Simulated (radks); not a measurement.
Values are calculated unless marked as measured or tabulated.
Sn10+, 40 electrons, occupied as [Kr] 4d4. Level of theory: Dirac Kohn-Sham, BLYP, spin-unpolarised, spherical densities, point nucleus; open shells are shared between the two j in proportion to 2j + 1 (a radial shooting solver on a logarithmic mesh with Libxc functionals).

Unscreened Slater integrals over Kohn-Sham orbitals (cm^-1). Large and small components are both included.

integral,value
"F0(4d5/2,4d5/2)",214820
"F2(4d5/2,4d5/2)",110630
"F4(4d5/2,4d5/2)",74389
"F0(4d5/2,4d3/2)",215660
"F2(4d5/2,4d3/2)",111010
"G2(4d5/2,4d3/2)",110910
"G4(4d5/2,4d3/2)",74579
"F0(4d5/2,4p3/2)",224400
"F2(4d5/2,4p3/2)",116040
"G1(4d5/2,4p3/2)",147460
"G3(4d5/2,4p3/2)",92497
"F0(4d5/2,4p1/2)",227100
"G3(4d5/2,4p1/2)",92664
"F0(4d3/2,4d3/2)",216510
"F2(4d3/2,4d3/2)",111430
"F0(4d3/2,4p3/2)",225380
"F2(4d3/2,4p3/2)",116630
"G1(4d3/2,4p3/2)",148160
"G3(4d3/2,4p3/2)",92988
"F0(4d3/2,4p1/2)",228120
"G1(4d3/2,4p1/2)",149210
"F0(4p3/2,4p3/2)",235700
"F2(4p3/2,4p3/2)",124500
"F0(4p3/2,4p1/2)",238880
"G2(4p3/2,4p1/2)",125660
"F0(4p1/2,4p1/2)",242240
